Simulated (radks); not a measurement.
Problem. Tb V, 61 electrons, occupied as [Xe] 4f7. All-electron calculation, Dirac Kohn-Sham, RPBE, spin-unpolarised, spherical densities, finite nucleus; open shells fill j = l - 1/2 first; Fermi nuclear charge, rms radius 5.06 fm. Program: a radial shooting solver on a logarithmic mesh with Libxc functionals. Some entries of the table are withheld. Estimate them.

orbital  occ.  eigenvalue (eV)  <r> (bohr)
1s1/2       2        -51849.78     0.02151
2s1/2       2        -8635.598     0.09096
2p1/2       2        -8208.658     0.07590
2p3/2       4        -7462.267     0.08285
3s1/2       2        -1958.502      0.2389
3p1/2       2        -1772.893      0.2286
3p3/2       4        -1618.835      0.2418
3d3/2       4        -1299.200      0.2141
3d5/2       6        -1265.605      0.2182
4s1/2       2        -431.1867      0.5400
4p1/2       2              (1)      0.5509
4p3/2       4              (2)      0.5804
4d3/2       4        -203.6990      0.6124
4d5/2       6        -197.4008      0.6227
5s1/2       2         -92.9245       1.270
5p1/2       2         -71.8712       1.394
5p3/2       4         -66.5723       1.472
4f5/2       6              (3)      0.7778
4f7/2       1              (4)      0.7865

Solution. 
(1) 4p1/2 eigenvalue (eV): -358.3415
(2) 4p3/2 eigenvalue (eV): -323.7785
(3) 4f5/2 eigenvalue (eV): -54.5314
(4) 4f7/2 eigenvalue (eV): -53.6190
